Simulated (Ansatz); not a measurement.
Born–Oppenheimer molecular dynamics of a periodic cell of 27 atoms, H16SO10 (contents 8 H2O + 1 SO2, density as packed 1.10 g/cm³ with natural masses). It starts from a partly relaxed structure (largest force component 1.18 eV/Å).

Computed with DFT PBE-D3(BJ), scalar-relativistic, plane waves, PAW (Ansatz). Settings: cutoff 420 eV, k mesh 1x1x1, fermi-dirac smearing 0.05 eV, no spin polarisation.

- ensemble: NVT, Langevin thermostat
- time step: 0.75 fs
- steps asked: 300
- set temperature: 1000 K
- friction: 0.02 /fs
- seed: 585609

First frame:

```xyz
27
Lattice="6.7969 0.0000 0.0000 0.0000 6.7969 0.0000 0.0000 0.0000 6.7969" Properties=species:S:1:pos:R:3
O 3.985 4.053 2.104
H 4.113 4.887 2.582
H 4.664 4.048 1.346
O 1.420 5.665 1.114
H 2.040 6.328 0.687
H 1.441 4.891 0.515
O 5.515 3.925 6.844
H 5.302 4.643 6.203
H 6.447 3.684 6.670
O 2.723 6.290 3.449
H 2.073 6.365 4.170
H 2.226 5.879 2.679
O 4.818 6.115 5.237
H 5.539 6.719 5.002
H 4.197 6.116 4.470
O 3.145 0.699 0.230
H 3.680 0.911 1.031
H 3.812 0.267 -0.372
O -0.869 0.267 1.647
H -0.443 1.173 1.601
H -0.102 -0.308 1.371
O 1.242 3.658 5.650
H 0.681 3.416 4.884
H 2.086 3.186 5.504
S 4.613 2.382 3.445
O 6.029 2.736 3.645
O 3.728 2.670 4.571
```

(1) What does the run give?

(2) What happens to the structure?

(3) How do temperature and energy run in time?

Answers

(1) All steps were run.

```
steps done                                               : 300
time covered                                             : 225 fs
mean temperature over the second half                    : 899 K
spread of the potential energy over the second half      : 11.9 meV per atom
mean potential energy of the second half above the start : 106.8 meV per atom
```

The mean temperature of the second half is 10 % below the set value. A run of 0.23 ps of so small a system gives no equilibrium averages. Limits of this set-up: coarse k mesh.

(2) Mean squared displacements from the first frame to the last, about the centre of mass: O 0.50 Å², H 1.37 Å², S 0.10 Å². This is one draw of velocities; another would differ in detail.

(3) 
```csv
time (fs),T (K),potential energy less start (eV)
0.0,963,0.000
7.5,653,1.222
15.0,686,1.498
22.5,750,1.664
30.0,669,2.154
37.5,994,1.799
45.0,794,2.585
52.5,683,2.882
60.0,698,2.726
67.5,999,2.158
75.0,950,3.005
82.5,825,3.051
90.0,779,3.540
97.5,857,2.692
105.0,861,2.858
112.5,923,2.828
120.0,824,3.166
127.5,810,3.398
135.0,920,2.999
142.5,751,3.249
150.0,816,2.573
157.5,916,2.568
165.0,902,2.598
172.5,846,2.743
180.0,1009,2.674
187.5,940,2.889
195.0,843,3.364
202.5,1089,2.315
210.0,868,2.878
217.5,914,2.939
225.0,1062,2.999
```

Time of the run: 9.9 min on 1 thread of Arm Neoverse V1, with other jobs on the host, peak memory 0.35 GiB.
